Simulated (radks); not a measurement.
Values are calculated unless marked as measured or tabulated.
Species: Bi. Configuration: [Hg] 6p3.

Code: a radial shooting solver on a logarithmic mesh with Libxc functionals. Model: Dirac Kohn-Sham, LDA (Slater exchange, Perdew-Wang correlation), spin-unpolarised, spherical densities, point nucleus; open shells fill j = l - 1/2 first.

Energy parts (eV):
total: -586949.58
kinetic: 686460.68
electron-nucleus: -1488733.38
Hartree: 225854.56
exchange-correlation: -10531.45

Orbitals (lengths in bohr, moments of r in powers of bohr):
orbital  occ.  eigenvalue (eV)      <r>
1s1/2       2        -90451.12  0.01579
2s1/2       2        -16237.52  0.06579
2p1/2       2        -15603.34  0.05390
2p3/2       4        -13285.59  0.06294
3s1/2       2        -3917.917   0.1711
3p1/2       2        -3631.117   0.1616
3p3/2       4        -3112.260   0.1781
3d3/2       4        -2641.428   0.1545
3d5/2       6        -2531.369   0.1595
4s1/2       2        -897.7108   0.3771
4p1/2       2        -773.1002   0.3779
4p3/2       4        -644.9737   0.4128
4d3/2       4        -442.1003   0.4163
4d5/2       6        -418.1899   0.4274
5s1/2       2        -156.6569   0.8308
4f5/2       6        -154.5969   0.4381
4f7/2       8        -149.1024   0.4443
5p1/2       2        -113.3043   0.8844
5p3/2       4         -88.4033   0.9750
5d3/2       4         -28.1015    1.213
5d5/2       6         -25.0904    1.258
6s1/2       2         -14.1214    2.183
6p1/2       2          -5.7886    2.772
6p3/2       1          -3.8944    3.238

The highest occupied level is 6p3/2 at -3.894 eV. The density falls to 0.001 e/bohr^3 at r = 4.70 bohr. For comparison, the ionisation energy in NIST's Atomic Spectra Database is 7.286 eV (measured). In exact Kohn-Sham theory the highest level is minus the ionisation energy, but local and semilocal functionals leave it too shallow, through self-interaction and a potential that decays too fast; potentials with the right tail come closer. Summed over all electrons, <r^2> = 73.64 bohr^2, which gives a Langevin (diamagnetic) susceptibility term of -58.3 x 10^-6 cm^3/mol.

Beside tabulated values, note that spin-unpolarised runs miss the spin-polarisation part of the exchange energy of open shells.
